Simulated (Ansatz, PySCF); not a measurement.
Reaction (SMILES): FC(Cl)(Cl)Cl [trichloro(fluoro)methane] → F[C](Cl)Cl + Cl atom (the C-Cl bond at the site shown breaks; other sites are not compared here)
Each molecule is optimised on its own at B3LYP-D3(BJ)/def2-TZVP (Ansatz, a quantum-chemistry and plane-wave program). Frequencies are from Ansatz or PySCF.
Geometry of the first species:
SMILES: ClC(Cl)(F)Cl
```xyz
5

F      0.0593    -0.2557     1.5697
C      0.0093    -0.0403     0.2474
Cl     1.5264    -0.6185    -0.4731
Cl    -1.3746    -0.9350    -0.4150
Cl    -0.1864     1.7031    -0.0302
```
Charge 0, spin multiplicity 1.

Quantity: bond dissociation energy (0 K, with B3LYP-D3(BJ) harmonic zero-point energies), in kJ/mol. Valence correlation only, unless marked. Open shells are spin-unrestricted. No spin-orbit coupling. Non-relativistic. Basis-set limits of correlation are two-point, X^-3; Hartree-Fock from the larger set. The bracket is a focal-point correction in the basis named.

```tsv
level	program	bond dissociation energy (kJ/mol)
CAM-B3LYP/def2-TZVPD	Ansatz	(withheld)
LC-wPBE-D3(BJ)/def2-TZVPD	Ansatz + dftd3	294.2
B2GP-PLYP-D3(BJ)/def2-TZVPD	Ansatz + dftd3	(withheld)
SCS-MP2/cc-pVTZ	Ansatz	314.3
SCS-MP2/cc-pwCVTZ	Ansatz	316.3
CCSD/cc-pwCVTZ	Ansatz	283.7
RI-MP2/CBS(cc-pV(T+d)Z,cc-pV(Q+d)Z)+[CCSD(T)-MP2]/cc-pV(T+d)Z	Ansatz	317.6
```

**Question.** What belongs in the gaps?

**Answer.** 
- CAM-B3LYP/def2-TZVPD, bond dissociation energy (kJ/mol): 282.8
- B2GP-PLYP-D3(BJ)/def2-TZVPD, bond dissociation energy (kJ/mol): 301.5
